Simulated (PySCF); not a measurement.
Geometry (Å), atoms numbered from 1 in this order:
```xyz
21

C    -1.7797   -1.4773    0.1589
O    -0.5397   -1.0639   -0.3294
C    -0.1429    0.2856   -0.1045
C    -0.1596    0.6364    1.3831
C    -1.0378    1.2492   -0.8840
C     1.2671    0.3442   -0.6987
C     2.2441   -0.6580   -0.1436
F     2.6312   -0.3148    1.1134
F     3.3625   -0.6697   -0.9101
H    -1.8353   -1.4578    1.2626
H    -1.9218   -2.5166   -0.1693
H    -2.6203   -0.8795   -0.2397
H     0.3187    1.6123    1.5488
H    -1.1897    0.7040    1.7631
H     0.3874   -0.1099    1.9748
H    -1.0728    0.9639   -1.9459
H    -0.6518    2.2765   -0.8111
H    -2.0653    1.2562   -0.4913
H     1.1922    0.1455   -1.7783
H     1.7020    1.3474   -0.5709
H     1.8294   -1.6781   -0.1091
```

Geometry: PBE0-D3(BJ)/def2-SVP; GIAO shifts from PySCF 2.14, gas phase, non-relativistic, averaged over equivalent atoms.

At PBE0/pcSseg-1 (213 basis functions, 49 s wall time on 1 thread of an Arm Neoverse V1, shared host):
| atoms | δ (ppm) |
| --- | --- |
| C7 | 118.9 |
| C3 | 71.3 |
| C6 | 49.8 |
| C1 | 49.2 |
| C4/C5 | 24.7 |
| O2 | 48.7 |
| F8/F9 | -131.6 |
| H21 | 6.09 |
| H10/H11/H12 | 3.25 |
| H19/H20 | 1.63 |
| H13/H14/H15/H16/H17/H18 | 1.19 |

Scale: ¹³C (σref 184.41) and ¹H (σref 31.27) against TMS; H2O for ¹⁷O (σref 334.56); ¹⁹F (σref 177.25) against CFCl3 (reference shieldings calculated alike).

Question: What do these become at wB97X-D/pcSseg-1?

Answer: 
| atoms | δ at wB97X-D/pcSseg-1 | change |
| --- | --- | --- |
| C7 | 119.0 | +0.1 |
| C3 | 71.0 | -0.3 |
| C6 | 49.8 | +0.0 |
| C1 | 49.7 | +0.5 |
| C4/C5 | 25.3 | +0.6 |
| O2 | 43.3 | -5.4 |
| F8/F9 | -125.9 | +5.7 |
| H21 | 6.05 | -0.04 |
| H10/H11/H12 | 3.23 | -0.02 |
| H19/H20 | 1.61 | -0.02 |
| H13/H14/H15/H16/H17/H18 | 1.19 | +0.00 |

δ = σ(ref) − σ, references computed at the same level: ¹³C (σref 184.54) and ¹H (σref 31.38) vs TMS; ¹⁷O (σref 333.19) against H2O; ¹⁹F (σref 187.16) vs CFCl3.

The largest change is at F8/F9 (fluorine of a CF2 group). Cost: 213 basis functions, 66 s wall time on 1 thread of an Arm Neoverse V1, shared host. The order of the carbon signals is the same at both levels.

Unscaled 19F shifts against computed CFCl3 carry errors that often reach 10 to 50 ppm. Experimental scales use liquid or dissolved standards, which lie at an offset from isolated H2O (liquid H2O: subtract about 36 ppm).
